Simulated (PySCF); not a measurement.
(1Z)-1-fluoro-2-methylbuta-1,3-diene (C5H7F), SMILES C=C/C(C)=C\F.

Geometry: B3LYP-D3(BJ)/def2-SVP. One conformer was computed; it need not be the lowest.

Method: PySCF with M06-2X/def2-TZVP.

Symmetry labels are those of the subgroup Cs that the program uses (full group Cs).

Computed valence orbital energies around the gap with their symmetry:
```json
[
 {"orbital": "HOMO−7", "symmetry": "A'", "energy (eV)": "-13.53"},
 {"orbital": "HOMO−6", "symmetry": "A\"", "energy (eV)": "-13.34"},
 {"orbital": "HOMO−5", "symmetry": "A'", "energy (eV)": "-13.29"},
 {"orbital": "HOMO−4", "symmetry": "A'", "energy (eV)": "-12.63"},
 {"orbital": "HOMO−3", "symmetry": "A'", "energy (eV)": "-11.97"},
 {"orbital": "HOMO−2", "symmetry": "A'", "energy (eV)": "-11.12"},
 {"orbital": "HOMO−1", "symmetry": "A\"", "energy (eV)": "-10.11"},
 {"orbital": "HOMO", "symmetry": "A\"", "energy (eV)": "-7.76"},
 {"orbital": "LUMO", "symmetry": "A\"", "energy (eV)": "0.00"},
 {"orbital": "LUMO+1", "symmetry": "A'", "energy (eV)": "2.01"},
 {"orbital": "LUMO+2", "symmetry": "A'", "energy (eV)": "2.79"},
 {"orbital": "LUMO+3", "symmetry": "A\"", "energy (eV)": "2.91"}
]
```
